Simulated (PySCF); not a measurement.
# Converging TlC in the basis (CCSD(T))

PySCF, UHF reference; quartet, unpaired electrons σ ↑, π ↑↑; De to Tl + C without counterpoise correction. Frozen cores follow the default of each basis and core potential.

| basis | relativity | functions | Re (Å) | ωe (cm⁻¹) | De (eV) | frozen orbitals |
| --- | --- | --- | --- | --- | --- | --- |
| cc-pVDZ-PP/cc-pVDZ | scalar-relativistic core potentials | 37 | 2.307 | 430 | 2.29 | 5 |
| def2-SVP | scalar-relativistic core potentials | 40 | 2.306 | 435 | 2.33 | 5 |
| def2-SVPD | scalar-relativistic core potentials | 52 | 2.326 | 419 | 2.46 | 5 |
| aug-cc-pVDZ-PP/aug-cc-pVDZ | scalar-relativistic core potentials | 55 | 2.324 | 416 | 2.47 | 5 |
| def2-TZVPP | scalar-relativistic core potentials | 81 | 2.282 | 438 | 2.56 | 5 |

How does each smaller set differ from the one with most functions, def2-TZVPP?

cc-pVDZ-PP/cc-pVDZ: +2.5 pm, -1.8 % in ωe, -0.27 eV in De; def2-SVP: +2.4 pm, -0.7 % in ωe, -0.23 eV in De; def2-SVPD: +4.4 pm, -4.3 % in ωe, -0.10 eV in De; aug-cc-pVDZ-PP/aug-cc-pVDZ: +4.2 pm, -5.0 % in ωe, -0.09 eV in De. All at CCSD(T); the set with most functions is neither the basis-set limit nor always the best.

Correlated steps freeze 5 core orbitals. Correlated levels converge slowly with the basis: in double zeta they bind strong bonds too weakly, by up to about 1 eV, and carry superposition errors of some tenths. Spin–orbit coupling is left out, which matters for elements this heavy, above all for dissociation energies. The state is the lowest determinant that a PBE0 search found; another state may lie lower at other levels.
